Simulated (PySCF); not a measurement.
B(Me)(vinyl)(OH) (C3H7BO), SMILES C=CB(C)O.

Geometry: B3LYP-D3(BJ)/def2-SVP. Other conformers were not sampled.

Method: M06-2X/def2-TZVP (PySCF).

Symmetry labels are those of the subgroup Cs that the program uses (full group Cs).

Computed valence orbital energies around the gap with their symmetry:
```csv
orbital,symmetry,energy (eV)
HOMO−7,A',-13.68
HOMO−6,A',-13.41
HOMO−5,A",-12.84
HOMO−4,A',-12.02
HOMO−3,A",-11.68
HOMO−2,A',-10.95
HOMO−1,A',-9.82
HOMO,A",-8.94
LUMO,A",0.03
LUMO+1,A',1.26
LUMO+2,A',2.41
LUMO+3,A',2.87
```
